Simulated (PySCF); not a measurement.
C4H7FO, SMILES CCO/C=C\F.

Geometry: PBE-D3(BJ)/def2-SVP. The structure was generated by enumeration; whether it is a known compound was not checked. Other conformers were not sampled.

Computed with PySCF 2.14.0 with PBE-D3(BJ)/def2-SVP.

Harmonic, unscaled wavenumbers; measured fundamentals usually lie a few per cent lower.

Computed vibrational spectrum:
```tsv
mode	ν (cm⁻¹)	IR (km/mol)	moving atoms (share of kinetic energy)
1	83	3.0	H 53 %, C 33 %, F 13 %
2	93	5.2	O 38 %, C 35 %, H 23 %
3	169	2.6	F 42 %, C 35 %, H 15 %
4	250	0.6	H 87 %, C 8 %
5	277	2.4	F 30 %, C 29 %, O 25 %, H 16 %
6	416	1.1	C 60 %, H 23 %, O 11 %
7	500	2.7	C 72 %, H 13 %, O 9 %
8	704	33.4	H 77 %, C 20 %
9	793	1.9	H 92 %
10	817	10.2	C 68 %, H 15 %, F 13 %
11	830	17.6	C 35 %, H 31 %, O 31 %
12	844	2.0	H 82 %, C 18 %
13	984	17.8	C 45 %, H 25 %, F 16 %, O 14 %
14	1033	76.9	C 49 %, H 35 %, O 9 %
15	1100	4.0	C 55 %, H 41 %
16	1126	4.7	H 61 %, C 36 %
17	1161	152.0	H 33 %, C 32 %, O 23 %, F 12 %
18	1246	0.9	H 91 %
19	1297	137.4	H 67 %, O 17 %, C 14 %
20	1324	1.6	H 81 %, C 16 %
21	1351	49.1	H 68 %, C 29 %
22	1382	8.2	H 62 %, C 34 %
23	1404	6.9	H 97 %
24	1425	2.2	H 94 %
25	1444	8.3	H 92 %
26	1715	109.5	C 91 %
27	2957	18.7	H 95 %
28	2983	12.5	H 97 %
29	3008	22.8	H 90 %, C 10 %
30	3078	18.1	H 90 %, C 10 %
31	3081	11.7	H 91 %, C 9 %
32	3124	3.5	H 92 %
33	3148	11.1	H 91 %, C 9 %
```
